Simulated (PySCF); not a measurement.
**Electron correlation in Se²⁴⁺ (selenium, charge +24)**

Starting occupation: [Ne]. Computed with PySCF 2.14 in an even-tempered Gaussian basis (18 s from 1.7 bohr⁻², ratio 2.6; 12 p from 2.2 bohr⁻², ratio 2.6; 6 d from 2.2 bohr⁻², ratio 2.8; 3 f from 60 bohr⁻², ratio 2.8), with X2C-1e with screened-nucleus spin-orbit coupling, Gaussian nucleus. Frozen: 1s2; 8 electrons correlated; the 50 highest virtual spinors left out.

MP2 pair energies summed by pair of shells (mhartree):

| pair | energy | share (%) |
| --- | --- | --- |
| 2p1/2-2p3/2 | -97.97 | 33.5 |
| 2p3/2-2p3/2 | -93.32 | 31.9 |
| 2p3/2-2s1/2 | -44.72 | 15.3 |
| 2p1/2-2s1/2 | -22.61 | 7.7 |
| 2p1/2-2p1/2 | -22.45 | 7.7 |
| 2s1/2-2s1/2 | -11.59 | 4.0 |

Total MP2 correlation energy: -292.65 mhartree.

The virtual space was cut to 44 spinors, which keep -224.88 of the -292.65 mhartree of MP2 correlation.

```tsv
level	correlation energy (mhartree)
CCSD	-226.53
(T)	-0.05
CCSD(T)	-226.58
```

Diagnostics: T1 = 0.00011, largest double amplitude 0.004.

Problem. Is a single reference adequate?

Solution. Yes: T1 lies below 0.03 and no double amplitude reaches 0.07.

The coupled-cluster values are those of the cut space; adding the MP2 remainder, -67.77 mhartree, estimates the full space.

At this charge the one-electron X2C treatment keeps the bare 1/r₁₂, with no two-electron picture change or Breit term. The effect here is smaller than on the frozen 1s shell.
